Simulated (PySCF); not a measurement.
## Shifts of the heteroatoms

Molfile (atoms numbered from 1):
```
C4H12O4Si
     RDKit          3D

 21 20  0  0  0  0  0  0  0  0999 V2000
    0.2094   -1.5705   -2.1963 C   0  0  0  0  0  0  0  0  0  0  0  0
   -0.4314   -1.1832   -1.0072 O   0  0  0  0  0  0  0  0  0  0  0  0
   -0.0083    0.0159    0.0046 Si  0  0  0  0  0  4  0  0  0  0  0  0
    0.3178    1.2973   -0.9390 O   0  0  0  0  0  0  0  0  0  0  0  0
    0.9269    2.5084   -0.5682 C   0  0  0  0  0  0  0  0  0  0  0  0
   -1.2403    0.1566    1.0542 O   0  0  0  0  0  0  0  0  0  0  0  0
   -2.6166    0.1495    0.7692 C   0  0  0  0  0  0  0  0  0  0  0  0
    1.3223   -0.2101    0.9095 O   0  0  0  0  0  0  0  0  0  0  0  0
    1.4816   -1.0900    1.9937 C   0  0  0  0  0  0  0  0  0  0  0  0
   -0.4236   -2.3152   -2.6800 H   0  0  0  0  0  0  0  0  0  0  0  0
    0.3418   -0.7125   -2.8559 H   0  0  0  0  0  0  0  0  0  0  0  0
    1.1879   -2.0050   -1.9816 H   0  0  0  0  0  0  0  0  0  0  0  0
    1.8396    2.3199   -0.0026 H   0  0  0  0  0  0  0  0  0  0  0  0
    0.2484    3.1060    0.0442 H   0  0  0  0  0  0  0  0  0  0  0  0
    1.1646    3.0492   -1.4850 H   0  0  0  0  0  0  0  0  0  0  0  0
   -2.8718   -0.7021    0.1379 H   0  0  0  0  0  0  0  0  0  0  0  0
   -2.9056    1.0692    0.2560 H   0  0  0  0  0  0  0  0  0  0  0  0
   -3.1465    0.0784    1.7198 H   0  0  0  0  0  0  0  0  0  0  0  0
    2.4484   -0.8749    2.4499 H   0  0  0  0  0  0  0  0  0  0  0  0
    0.6864   -0.9433    2.7251 H   0  0  0  0  0  0  0  0  0  0  0  0
    1.4603   -2.1267    1.6512 H   0  0  0  0  0  0  0  0  0  0  0  0
  1  2  1  0
  2  3  1  0
  3  4  1  0
  4  5  1  0
  3  6  1  0
  6  7  1  0
  3  8  1  0
  8  9  1  0
  1 10  1  0
  1 11  1  0
  1 12  1  0
  5 13  1  0
  5 14  1  0
  5 15  1  0
  7 16  1  0
  7 17  1  0
  7 18  1  0
  9 19  1  0
  9 20  1  0
  9 21  1  0
M  END
```

- GFN2-xTB geometry
- PBE0/pcSseg-1 with gauge-including orbitals
- program: PySCF 2.14.0 with density-fitted response routines
- a single conformation, no solvent, non-relativistic, equivalent nuclei averaged

(1) What are the 29Si shifts?

(2) Predict the 17O NMR data.

## Answers

(1) 
```tsv
atoms	environment	σ (ppm)	δ (ppm)
Si3	silicon bonded to 4 O	438.1	-80.2
```

Shieldings were converted by a linear fit to measured shifts: 29Si (scatter 8.9 ppm rms, 25.8 ppm with the 6 outliers that the fit left out vs TMS, solution or neat liquid). Occasional misses reach two or three times the rms, and more in compound classes unlike the fitted ones.

On a 400 MHz spectrometer 29Si resonates near 79.5 MHz, so 1 ppm is 79.5 Hz.

(2) 
```json
{"atoms": "O2/O4/O6/O8", "environment": "oxygen bonded to C, Si", "σ (ppm)": "319.1", "δ (ppm)": "-24.0"}
```

Shieldings were converted by a linear fit to measured shifts: 17O (scatter 10.7 ppm rms, 12.2 ppm with the 3 outliers that the fit left out vs liquid water, solution or neat liquid). Occasional misses reach two or three times the rms, and more in compound classes unlike the fitted ones.

On a 300 MHz spectrometer 17O resonates near 40.7 MHz, so 1 ppm is 40.7 Hz.
